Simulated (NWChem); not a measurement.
Species: C$_{3}$H$_{7}$NO; SMILES C(/C=N\C)O

```xyz
12

C     -0.5302     2.0197     0.1208
N      0.7001     1.2937    -0.0306
C      0.7134     0.0333    -0.1397
C     -0.4307    -0.9565    -0.1305
O      0.0113    -2.2606     0.1200
H     -0.7058     2.6116    -0.7934
H     -1.4382     1.4171     0.3102
H     -0.4199     2.7516     0.9370
H      1.6957    -0.4539    -0.2825
H     -1.2241    -0.6393     0.5748
H     -0.8987    -0.9689    -1.1306
H      0.3979    -2.2815     1.0016
```
Atoms are numbered in this order, from 1.

Program: NWChem. Pople sets run with spherical d functions. Geometry: optimised at PBE0/def2-SVP. Level: PBE/6-31G* with SMD (1 M gas to 1 M solution), gas-phase geometry.

Task: Order these by “dipole in solution (D)”, lowest first: ethylene glycol; n-hexane; ethyl acetate.

Result: n-hexane (1.78), ethyl acetate (1.97), ethylene glycol (2.11)
